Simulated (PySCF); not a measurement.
**Peak assignment**

Atom-mapped SMILES (the numbers label the heavy atoms): `[CH2:1]=[C:2]1[SiH2:3][C@H:4]1[O:5][CH:6]=[O:7]`. Each H is labelled by its parent atom. Ha(Si3) is cis to O5 on the ring; Ha(C1) is cis to Si3; Hb(Si3) is trans to O5 on the ring; Hb(C1) is trans to Si3.

Computational details: GFN2-xTB geometry, NMR shieldings at PBE0/pcSseg-1/GIAO, in PySCF (isolated molecule, non-relativistic, a single conformation).

Scale: ¹³C (186.93 ppm) and ¹H (31.72 ppm) vs TMS (reference shieldings calculated alike).

(1) Assign these signals to the numbered atoms. ¹³C{¹H} NMR (computed): δ 165.0, 142.9, 140.2, 52.1.

(2) Assign these signals to the numbered atoms. ¹H NMR (300 MHz, computed): δ 8.22 (s, 1H), 7.06 (br s, 1H), 6.86 (br s, 1H), 5.93 (m, 1H), 3.59 (m, 1H), 3.59 (m, 1H).

Answers

(1) 
165.0 → C6, ester carbonyl carbon: lone-pair donation from the attached heteroatom keeps it upfield of a ketone carbonyl
142.9 → C2, fully substituted alkene carbon: as expected for a trigonal carbon in a double bond
140.2 → C1, terminal =CH2 carbon: the olefinic region
52.1 → C4, three-membered-ring carbon: deshielded by the electronegative neighbour

(2) 
```tsv
δ (ppm)	atoms	environment	reason
8.22	H(C6)	hydrogen on an ester carbonyl carbon	–
7.06	Hb(C1)	hydrogen on a terminal =CH2 carbon	attached to an sp2 carbon and in the plane of the double bond
6.86	Ha(C1)	hydrogen on a terminal =CH2 carbon	–
5.93	H(C4)	hydrogen on a three-membered-ring carbon	its carbon carries O, an electronegative neighbour
3.59	Ha(Si3)	hydrogen on a silicon bonded to 2 C, in a 3-membered ring	–
3.59	Hb(Si3)	hydrogen on a silicon bonded to 2 C, in a 3-membered ring	–
```

Ha(Si3) and Hb(Si3) lie closer than the usual error of such a calculation, so a measured spectrum could show them in the other order.

Shifts are as computed. Against solution values, carbons near 30 ppm lie about +3 ppm off and those near 130 ppm about +5 ppm. Of 1309 compounds with measured shifts, 239 miss one by over three times the rms of a fit or turn the order of signals round; such compounds aren't used in these exercises. Multiplicities follow the n + 1 count of equivalent neighbours, as no J values were calculated; m marks all less simple cases, F and P coupling included.
